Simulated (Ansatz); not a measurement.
The cluster Al2Ru⁻. The state is a doublet with charge -1. Geometry B3LYP-D4/def2-TZVPD.

```tsv
atom	x (Å)	y (Å)	z (Å)
Ru1	0.3205	-1.0296	0.5341
Al2	-1.4685	0.3497	0.1996
Al3	1.1480	0.6799	-0.7337
```

In the def2 sets Ru takes a core potential; there is no spin–orbit coupling. LC-ωPBE has ω = 0.4 bohr⁻¹. At PBE-D4/def2-SVPD, r2SCAN-D4/def2-TZVPD the highest occupied level of the charge -1 doublet lies above zero (up to 0.22 eV). By energy differences its removal costs 1.70 eV (vertical, to the charge 0 triplet, at PBE0-D4/def2-TZVPD). At r2SCAN-D4/def2-TZVPD, PBE0-D4/def2-TZVPD, CAM-B3LYP-D4/def2-TZVPD, LC-ωPBE/def2-TZVPD the charge -1 doublet is spin-contaminated (final ⟨S²⟩ up to 1.42, 0.75 for a pure state). The structure comes from a short search, and lower isomers may exist.

Task: Estimate the α-spin orbital energies around the gap (eV) in Ansatz with PBE-D4/def2-SVPD, r2SCAN-D4/def2-TZVPD, PBE0-D4/def2-TZVPD, CAM-B3LYP-D4/def2-TZVPD, LC-ωPBE/def2-TZVPD.

Result: 
```tsv
orbital	PBE-D4/def2-SVPD	r2SCAN-D4/def2-TZVPD	PBE0-D4/def2-TZVPD	CAM-B3LYP-D4/def2-TZVPD	LC-ωPBE/def2-TZVPD
HOMO−5	-0.81	-1.24	-2.26	-3.37	-5.05
HOMO−4	-0.78	-1.22	-2.16	-3.23	-5.03
HOMO−3	-0.60	-1.19	-2.04	-3.11	-4.71
HOMO−2	-0.16	-0.56	-1.61	-2.78	-4.36
HOMO−1	-0.06	-0.35	-1.10	-2.10	-3.20
HOMO	0.21	0.01	-0.31	-1.03	-1.96
LUMO	1.46	1.46	1.98	2.86	3.54
LUMO+1	1.82	1.80	2.26	2.99	3.60
LUMO+2	2.44	2.47	2.87	3.60	4.21
LUMO+3	2.72	2.71	3.06	3.83	4.43
LUMO+4	3.11	3.27	3.61	4.07	4.70
LUMO+5	3.65	4.04	3.69	4.36	5.19
β HOMO	0.22	0.09	-0.32	-1.09	-2.28
β LUMO	1.11	1.56	2.32	3.19	4.14
```
